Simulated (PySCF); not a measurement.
Cr(CO) (CCrO), SMILES [O+]#[C-]->[Cr] (connectivity only; charge and spin as stated), neutral, multiplicity 7. The structure is a stationary point at PBE-D3(BJ)/def2-TZVP. The spin state was assumed, not searched.

These are PBE-D3(BJ)/def2-TZVP in PySCF values and carry that method's errors.

Harmonic wavenumbers (cm⁻¹): 188, 312, 1940. Rotational constants (GHz): 224.3, 3.642, 3.583; symmetry number 1.

**Question.** Work out the zero-point energy and the ideal-gas rigid-rotor harmonic-oscillator thermochemistry at 298.15 K and 1 atm.

**Answer.** ZPE = ½ Σ hcν = ½ × 2440 cm⁻¹ = 14.59 kJ/mol. H − E(el) = 27.10 kJ/mol. Entropy in J/(mol K): translation 163.40, rotation 92.98, vibration 15.08, spin 16.18, total 287.64. G − E(el) = -58.66 kJ/mol. Cp = 48.00 J/(mol K).
